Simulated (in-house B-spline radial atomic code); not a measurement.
Results of a calculation; reference values are marked as such.
## B in an electron gas of r_s = 2: phase shifts, screening, friction and resistivity

A nucleus sits in a uniform electron gas with a rigid positive background. The Kohn-Sham equations are solved self-consistently in the spin-unpolarised LDA (PW92), non-relativistic, on B-splines with outgoing waves at the boundary and partial waves to l = 8. The model has no lattice, no bands and no magnetic solution. Atomic units; δ_l are the phase shifts at the Fermi level, counted so that each bound state adds π, and good to about 0.0005.

The density parameter is r_s = 2 bohr, near that of the valence electrons of Si (4 per atom, density 2.33 g/cm³, mass 28.09 u, which gives r_s = 2.01).

```csv
l,δ_l (rad)
0,3.7707
1,1.1918
2,0.0745
3,0.0145
4,0.0031
5,0.0007
6,0.0002
7,0.0001
8,0.0001
```

Bound levels below the band bottom (hartree): s -5.867, s -0.002667.

**Question.** Check the Friedel sum rule, and say where the screening charge sits.

**Answer.** k_F = (9π/4)^(1/3)/r_s = 0.95958. The rule is Z = (2/π) Σ (2l + 1) δ_l. The terms are s 2.401, p 2.276, d 0.237, f 0.065 and 0.026 beyond, in all 5.005 against Z = 5. Bound states hold 4 s, 0 p, 0 d electrons, so the scattering states carry 1.00 in all; where a term is smaller than its bound count, the bound level has drawn weight out of the band.

**Question.** Find the transport cross section and the electronic stopping of a 5 keV B ion (mass 10.81 u).

**Answer.** σ_tr = (4π/k_F²) Σ (l + 1) sin²(δ_l − δ_(l+1)). The terms for l = 0 to 3 are 0.2846, 1.6161, 0.0108, 0.0005, all together 1.9120, so σ_tr = 13.647 × 1.9120 = 26.094 bohr². With n = 3/(4π r_s³) = 0.02984, the friction coefficient is Q = n k_F σ_tr = 0.7472. For v well below v_F = 0.960, dE/dx = Q v; with 24801 eV per u at v = 1, v = √(5000/(24801 × 10.81)) = 0.1366, so dE/dx = 0.10204 hartree/bohr = 52.5 eV/nm. The largest term couples the p and d waves.

**Question.** What residual resistivity would 1 atomic per cent of such centres give in a metal of this density?

**Answer.** Δρ = k_F n_i σ_tr/n in atomic units of 21.74 μΩ·cm. With one host atom per 4 electrons, n_i/n = 0.01/4, so Δρ = 0.9596 × 0.00250 × 26.094 × 21.74 = 1.36 μΩ·cm. This is an atom added to the gas, as on an interstitial site.

**Question.** On a substitutional site the background of one host ion, a sphere holding 4 charges, is taken out. The phase shifts for l = 0 to 4 become 3.3768, 0.1983, -0.2743, -0.1004, -0.0267. What follows?

**Answer.** The Friedel sum is now 1.00, for Z − 4 = 1. The sum in σ_tr is 0.5295, so σ_tr = 7.23 bohr² and Δρ = 0.38 μΩ·cm per atomic per cent, 0.28 times the value above. A real host ion scatters too, so this model doesn't give zero even for the host's own atom.
